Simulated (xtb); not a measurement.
HBFO (SMILES [OH+]=BF), charge +1, singlet, at a GFN2-xTB geometry. Base run: GFN2-xTB (xtb).

The xtb input:
```
$ xtb mol.xyz --gfn 2 --chrg 1 --json

# file mol.xyz
4

O     -0.00000000    -0.00000000    -1.17560346
B      0.00000000     0.00000000     0.02998249
F      0.00000000     0.00000000     1.26671985
H     -0.00000000    -0.00000000    -2.14556344
```

Each row names what was changed in the base input (with any setting that the change needs).

| change | ΔE vs base (kcal/mol) | HOMO-LUMO gap (eV) | G_solv (kcal/mol) | SCF cycles |
|---|---|---|---|---|
| base | 0.000 | 9.26 | - | 11 |
| etemp = 3000 | 0.000 | 9.26 | - | 11 |
| acc = 30 | 0.000 | 9.25 | - | 8 |
| etemp = 10000 | -0.83 | 9.29 | - | 11 |
| gbsa = chcl3 | -56.65 | 9.33 | -57.16 | 10 |
| gbsa = toluene | -55.25 | 9.30 | -55.66 | 11 |

ALPB and GBSA are two models with their own fitted parameters for each solvent, which aren't always the measured dielectric constant.
